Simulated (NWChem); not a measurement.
CH₃Be cation; SMILES [Be+][CH3]

```xyz
5

Be     0.0000     0.0000    -1.1920
C      0.0000     0.0000     0.4590
H      0.7342     0.7342     0.8379
H      0.2687    -1.0029     0.8379
H     -1.0029     0.2687     0.8379
```
Atoms are numbered in this order, from 1.

Program: NWChem. STO-3G and 3-21G are far too small for this property and stand as cheap habits. All runs use the structure optimised with PBE0/def2-SVP. GIAO values for the isolated, static molecule; σ is the absolute isotropic shielding, δ = σ(reference) − σ with the isolated reference molecule computed at the same levels (13C: tetramethylsilane, 1H: tetramethylsilane).

```
level                σ Be1 (ppm)  δ C2 (ppm)  δ H3 (ppm)
-------------------  -----------  ----------  ----------
PBE0/pcSseg-1              112.8        -5.6        2.32
KT2/pcSseg-1               119.1        -5.4        2.42
Hartree-Fock/STO-3G          ___         ___         ___
```

**Question.** Fill in the missing entries.

**Answer.** 
- Hartree-Fock/STO-3G, σ Be1 (ppm): 117.2
- Hartree-Fock/STO-3G, δ C2 (ppm): 4.7
- Hartree-Fock/STO-3G, δ H3 (ppm): 3.05
